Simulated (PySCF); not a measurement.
## [Yb(NO2)2]+ at several levels of theory

Computed with PySCF 2.14.0 (density fitting, no spin-orbit coupling) at the geometry relaxed with r2SCAN:

```xyz
7
[Yb(NO2)2]+ (singlet in the valence; each metal's 4f electrons, 13 of them, lie in its core potential, out of spins and levels)
Yb    0.0000    0.0000    0.0000
O     0.7498    0.7498    1.9406
O    -0.7498   -0.7498    1.9406
N     0.0000    0.0000    2.6551
O     0.7498   -0.7498   -1.9406
O    -0.7498    0.7498   -1.9406
N     0.0000    0.0000   -2.6551
```

| level | basis | state | HOMO (eV) | gap (eV) | charge on Yb1 (e) | population of f-type functions on Yb1 (polarisation alone where 4f lies in the core) | dipole about the centre of mass (D) | largest force component (eV/Å) |
| --- | --- | --- | --- | --- | --- | --- | --- | --- |
| r2SCAN | Yb lcecp-1-SVP with ECP59, O def2-SVP, N def2-SVP | singlet | -12.42 | 2.99 | 1.56 | 0.04 | 0.00 | 0.02 |
| revPBE | the same | singlet | -11.99 | 2.58 | 1.41 | 0.05 | 0.00 | 0.74 |
| BLYP | the same | singlet | -11.94 | 2.56 | 1.35 | 0.04 | 0.00 | 1.00 |
| M06-L | the same | singlet | -12.34 | 3.00 | 1.69 | 0.04 | 0.00 | 0.16 |
| PBE0 | the same | singlet | -13.75 | 5.32 | 1.58 | 0.05 | 0.00 | 0.88 |

In the lcecp rows the 4f levels are missing from HOMO and gap, and the state counts the valence alone.

Charges are Mulliken's, which hang on the basis. The relaxation used the grid (50, 194), these runs (75, 302) or, all-electron (x2c bases, spin-free X2C Hamiltonian), (99, 590).

Question: What does r2SCAN with Yb lcecp-1-TZVP with ECP59, O def2-TZVP, N def2-TZVP give here?

Answer: state singlet, HOMO (eV) -12.29, gap (eV) 3.10, charge on Yb1 (e) 1.73, population of f-type functions on Yb1 (polarisation alone where 4f lies in the core) 0.06, dipole about the centre of mass (D) 0.00, largest force component (eV/Å) 0.22. Time: 43 s on 2 threads of Arm Neoverse V1, with other jobs on the host, from free ions and atoms.

In the first row's basis the gap widens with exact exchange: 2.6 to 3.0 eV for BLYP, revPBE, r2SCAN, M06-L (none); 5.3 eV for PBE0 (a fixed share).

No frequency check is given that shows the relaxed geometry to be a minimum. An lcecp potential fixes the number of 4f electrons, so in runs with it no electron can move into or out of that shell.
